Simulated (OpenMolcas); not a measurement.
Cu4+: moving or changing the point charges

Cu4+ among 6 point charges of -2.2 e arranged as an octahedron (Oh), 2.09 Å from the ion.

| Item | Value |
| --- | --- |
| Program | OpenMolcas |
| Method | CASSCF |
| Basis | ANO-RCC-VTZP [6s5p3d2f1g] |
| Scalar Hamiltonian | DKH2, point nucleus |
| Active space | 7 electrons in 5 orbitals (3d) |
| State averaging | 2S+1 = 4 even, 10 roots; 2S+1 = 2 even, 40 roots |
| Spin-orbit coupling | state interaction with AMFI integrals over the reference wave functions |

Runs around this geometry, states (labels of O, the rotations of Oh). Energies in cm-1 above the lowest state or level, χT in cm3 K/mol; under a threefold ground state the first gap can be a small split of the lowest multiplet, not the spin-orbit step; 10Dq and B are least-squares fits to the states below 45000 cm-1, weighted by degeneracy, with a free offset, and given where the rms deviation is under 5 % of |10Dq| (or 100 cm-1) and under 700 cm-1.

```json
{"R (Å)": "2.09", "q (e)": "-1.76", "Ground state": "4T1", "First state of that spin": "4T2 819.8", "10Dq": "974", "B (rms of fit)": "1593 (23)", "First gap with spin-orbit (degeneracies)": "235.7 (2, 4)", "χT at 300 K": "5.028", "First state of another spin": "2T2 24740"}
{"R (Å)": "1.92", "q (e)": "-2.2", "Ground state": "4T1", "First state of that spin": "4T2 1564", "10Dq": "1836", "B (rms of fit)": "1593 (43)", "First gap with spin-orbit (degeneracies)": "378.2 (2, 4)", "χT at 300 K": "4.566", "First state of another spin": "2E 24831"}
{"R (Å)": "2.09", "q (e)": "-2.2", "Ground state": "4T1", "First state of that spin": "4T2 1025", "10Dq": "1214", "B (rms of fit)": "1593 (28)", "First gap with spin-orbit (degeneracies)": "281.6 (2, 4)", "χT at 300 K": "4.885", "First state of another spin": "2E 24794"}
{"R (Å)": "2.29", "q (e)": "-2.2", "Ground state": "4T1", "First state of that spin": "4T2 651.6", "10Dq": "778", "B (rms of fit)": "1593 (19)", "First gap with spin-orbit (degeneracies)": "193.9 (2, 4)", "χT at 300 K": "5.152", "First state of another spin": "2T2 24648"}
```

Taking |10Dq| as R^-n, n = -ln(778 / 1836) / ln(2.29 / 1.92) = 4.9 between the shortest and longest distance. The point-charge formula for a cubic d site gives n = 5.

Scaling the charges by -1.76 / -2.2 = 0.80 scales |10Dq| by 974 / 1214 = 0.80; with fixed orbitals a first-order splitting would follow the charge.

An orbital triplet at a regular site is open to Jahn-Teller coupling, which can distort the site and quench the lowest spin-orbit gaps and is left out. Without dynamic correlation the repulsion within the d shell is too large (B by tens of per cent), so at a given field states of lower spin stand too high. Point charges give a weaker field than real ligands, and real ions of this kind are often low spin; the high spin found here belongs to the model. The ground term spreads over less than 5000 cm-1, several times less than with real ligands, so orbital moments are less quenched and χT lies further from the spin-only value than at real sites. This field is weak: 10Dq is about 974 cm-1, while octahedral complexes of 3d ions of charge 3 and more, computed by the same method with explicit ligands, had a median near 15000 cm-1. Ground spin and moment need not be those of a real site (figures for R = 2.09, q = -1.76; the like holds for R = 1.92, q = -2.2, R = 2.09, q = -2.2, R = 2.29, q = -2.2). Point charges carry no covalency, so the field is a model and not that of real ligands. No measured value stands beside these numbers.
